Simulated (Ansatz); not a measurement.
Consider the redistribution: `[SiH3][SiH]1CBC1` + `Cl[SiH]1[CH2][GeH2]1` → `[SiH3][SiH]1[CH2][GeH2]1` + `Cl[SiH]1CBC1`.

Calculated with Ansatz (gas phase, PBE0-D4/def2-TZVP geometries, no zero-point term in ΔE). CCSD(T)/CBS is the MP2 limit (def2-TZVPP, def2-QZVPP) plus CCSD(T) − MP2 in def2-TZVPP, frozen cores. Functionals use def2-TZVPP. B3LYP here is the variant with VWN-RPA as its local correlation; programs differ in this. For Ge outer-core shells are correlated without core-valence functions, which leaves a few kJ/mol of doubt a bond. Scalar relativity is left out up to krypton.

`[SiH3][SiH]1CBC1`:

Cartesian coordinates in Å:
```
Si 0.845 -1.836 0.960
Si 0.453 0.407 0.454
C 0.433 0.915 -1.404
B -1.050 0.561 -1.119
C -1.380 0.990 0.335
H 0.539 -2.110 2.391
H -0.018 -2.698 0.110
H 2.270 -2.186 0.710
H 1.288 1.314 1.286
H 0.991 0.418 -2.192
H 0.717 1.969 -1.322
H -1.613 -0.345 -1.666
H -1.264 2.051 0.578
H -2.210 0.550 0.879
```

`Cl[SiH]1[CH2][GeH2]1`:

Cartesian coordinates in Å:
```
Cl -0.130 2.652 1.098
Si 0.218 1.155 -0.259
C 0.803 -0.479 0.413
Ge -1.055 -0.748 -0.346
H 0.915 1.706 -1.442
H 1.631 -0.981 -0.082
H 0.848 -0.593 1.494
H -1.132 -1.630 -1.594
H -2.098 -1.082 0.720
```

`[SiH3][SiH]1[CH2][GeH2]1`:

Z-matrix (Å, degrees):
```
Si
Si 1 2.322
H 1 1.488 2 107.7
H 1 1.489 2 112.0 3 -119.4
H 1 1.487 2 110.6 3 119.2
C 2 1.893 1 117.2 3 38.2
Ge 2 2.305 1 119.4 3 -25.9
H 2 1.485 1 116.7 3 -179.2
H 6 1.087 2 117.2 1 140.9
H 6 1.087 2 118.0 1 2.5
H 7 1.529 2 122.3 1 -158.0
H 7 1.529 2 121.7 1 6.4
```

`Cl[SiH]1CBC1`:

```xyz
11

Cl   -2.648   -1.062    0.217
Si   -0.630   -0.734    0.466
C     0.394   -0.540   -1.101
B     1.050    0.581   -0.224
C    -0.092    1.048    0.743
H    -0.155   -1.731    1.450
H    -0.349   -0.123   -1.796
H     0.975   -1.312   -1.596
H     2.223    0.750   -0.060
H    -0.875    1.599    0.204
H     0.108    1.524    1.698
```

(1) Is it downhill or uphill in electronic energy at CCSD(T)/CBS, and by how much? (Estimate.)

(2) What do these levels give: PBE-D4, B3LYP-D4, ωB97X-V, ωB97M-V, B2PLYP, r2SCAN, PBE0, B3LYP, HF/def2-QZVPP, MP2/def2-QZVPP, HF/CBS(def2), CCSD/CBS(def2)? (Estimate.)

Largest T1 diagnostic among the species: 0.013.

Answers

(1) The calculation gave: Downhill: ΔE = -19.5 kJ/mol.

(2) Ansatz gave: PBE-D4 -14.9, B3LYP-D4 -17.3, ωB97X-V -20.7, ωB97M-V -20.0, B2PLYP -18.9, r2SCAN -18.6, PBE0 -18.6, B3LYP -17.9, HF/def2-QZVPP -26.0, MP2/def2-QZVPP -20.1, HF/CBS(def2) -26.0, CCSD/CBS(def2) -21.0 kJ/mol.

From PBE to PBE0 (25 % exact exchange), in def2-TZVPP and without D4, ΔE moves by −3.4 kJ/mol. In def2-TZVPP, CCSD(T) changes the Hartree–Fock value by +7.2 kJ/mol (the triples alone add +1.5 kJ/mol) and MP2 by +6.4 kJ/mol.
